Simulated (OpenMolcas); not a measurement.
Computed levels of 5d6 in ions with 74 electrons, in cm-1 above 5D4.

- Program: OpenMolcas 26.06
- Method: XMS-CASPT2, IPEA 0.25 Eh, imaginary shift 0.1 Eh
- Basis: ANO-RCC-VTZP
- Scalar Hamiltonian: DKH2, point nucleus
- Spin-orbit coupling: RASSI with atomic mean-field integrals over the reference wave functions, term energies averaged over their components

Active space for each ion: 6 electrons in 5 orbitals (5d); closed shells correlated by CASPT2: 5s 5p.

```
 Level   Ir3+   Au5+
   5D3   6110  10010
   5D1   9080  13850
   5D0   9300  13440
   3G5  19160  24670
   3H6  19700  25270
3F2(1)  23030  30130
1S0(1)  26260  35890
   3D1  28030  37150
   3D2  29270  38580
```

Q: Estimate 5D0, 3G5, 3H6 for Pt4+ from its neighbours Ir3+ and Au5+.

A: 5D0 is fine structure, which grows about as the fourth power of a screened charge, so the fourth roots are averaged: ((9300^0.25 + 13440^0.25) / 2)^4 = 11227. The calculation gives 11250, so the estimate is off by -0.2 %.
3G5 is another term, which grows about linearly with the charge: (19160 + 24670) / 2 = 21915. The calculation gives 21800, so the estimate is off by +0.5 %.
3H6 is another term, which grows about linearly with the charge: (19700 + 25270) / 2 = 22485. The calculation gives 22350, so the estimate is off by +0.6 %.

Mixed levels, with the weight of the term that names them: Ir3+ 3G5 (52 %), Ir3+ 3F2(1) (69 %), Ir3+ 1S0(1) (62 %), Ir3+ 3D1 (72 %), Ir3+ 3D2 (67 %), Pt4+ 5D0 (73 %), Pt4+ 3G5 (53 %), Pt4+ 3F2(1) (64 %), Pt4+ 1S0(1) (61 %), Pt4+ 3D1 (71 %), Pt4+ 3D2 (64 %), Au5+ 5D4 (74 %), Au5+ 5D0 (66 %), Au5+ 3G5 (54 %), Au5+ 3F2(1) (54 %), Au5+ 1S0(1) (59 %), Au5+ 3D1 (70 %), Au5+ 3D2 (61 %).

Term energies are means over components that CASPT2 splits; among the terms shown or strongly mixed into the levels shown the widest spread is 1400 cm-1 (5d6 1I, Au5+). The CASPT2 spread within a term exceeds the gap to the next term for 5d6 3P(1) and 5d6 3F(1), so the order of their levels is uncertain, and so are names and mixing where such terms share a J (figures for Ir3+; the like holds for Pt4+, Au5+). Levels of configurations outside the active space are missing.

A number in round brackets counts repeated terms of one configuration in the order of the reference energies.
